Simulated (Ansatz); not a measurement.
Ideal-gas functions of C₂H₃B₂Br (`BrBB1C=C1`) at 800 K and 1 bar, from an Ansatz frequency run at PBE0-D4/def2-TZVP.

Molar mass 128.57 g/mol, point group Cs (symmetry number 1), electronic degeneracy 1, moments of inertia 35.254, 413.953, 418.758 u Å². Harmonic wavenumbers (cm⁻¹, unscaled): 97, 114, 213, 375, 609, 754, 761, 787, 910, 923, 999, 1024, 1140, 1330, 1642, 2650, 3229, 3256.

Use S(trans) = R[1.5 ln M + 2.5 ln T − 1.1517]; rotational temperatures θ = 24.2544 K / I; S(rot) = R[ln(√π/σ · √(T³/θAθBθC)) + 1.5]; for each mode x = 1.438777 ν̃/T, S = R[x/(eˣ − 1) − ln(1 − e⁻ˣ)] and H = RT x/(eˣ − 1); 1 cm⁻¹ = 0.0119627 kJ/mol; R = 8.31446 J/(mol·K).

Problem. By hand: the entropy, in J/(mol·K).

Solution. Translation 189.9. Rotation: θ = 0.688, 0.0586, 0.0579 K, giving 125.8. Vibration, mode by mode: 22.84, 21.50, 16.34, 11.75, 7.96, 6.39, 6.33, 6.09, 5.09, 4.99, 4.48, 4.32, 3.66, 2.80, 1.80, 0.41, 0.17, 0.16, in all 127.1. Electronic 0.0. Sum 442.8 J/(mol·K).

Problem. By hand: H − E and G − E in kJ/mol, counted from the electronic energy.

Solution. Zero-point energy ½ × 20813 × 0.0119627 = 124.5; thermal vibration 50.2; translation, rotation and pV give 4 RT = 26.6. H − E = 201.3 kJ/mol, and G − E = 201.3 − 800 × 442.8/1000 = -152.9 kJ/mol.

Vibration gives 29 % of the entropy, 44.3 J/(mol·K) of it from the modes under 150 cm⁻¹: soft modes count most, and the harmonic formula is weakest for them. The sum counts one conformer and one mirror image; others add a mixing term.
